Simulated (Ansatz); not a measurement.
Molecule: sum formula HSOF2 (charge +1, singlet). It need not be the lowest isomer of its formula. SMILES: S(F)(F)=[OH+]
Geometry from a B3LYP-D3(BJ)/def2-TZVP (Ansatz, a quantum-chemistry and plane-wave program) optimisation:
```xyz
5

O      1.2627    -0.5678     0.2465
S     -0.1591    -0.0617     0.4204
F     -0.9204    -0.6972    -0.7535
F     -0.1112     1.3667    -0.1442
H      1.7276    -0.4945    -0.6194
```
Charge +1, spin multiplicity 1.

Wanted: vertical electron affinity (to the doublet state of charge +0; a negative value means that the extra electron is unbound and the number depends on the basis; each state is the SCF solution reached for its spin), in eV. Cores are frozen in the correlated levels unless marked. UHF or UKS for open shells. No spin-orbit coupling. Non-relativistic. 

```tsv
level	program	vertical electron affinity (eV)
SVWN5/def2-TZVPD	Ansatz	5.69
PBE/def2-TZVPD	Ansatz	5.58
r2SCAN/def2-TZVPD	Ansatz	5.64
B3LYP/def2-TZVPD	Ansatz	5.73
PBE0/def2-TZVPD	Ansatz	5.70
CAM-B3LYP/def2-TZVPD	Ansatz	5.78
wB97X/def2-TZVPD	Ansatz	5.60
RI-MP2/aug-cc-pV(T+d)Z	Ansatz	5.44
SCS-MP2/aug-cc-pV(D+d)Z	Ansatz	5.24
```
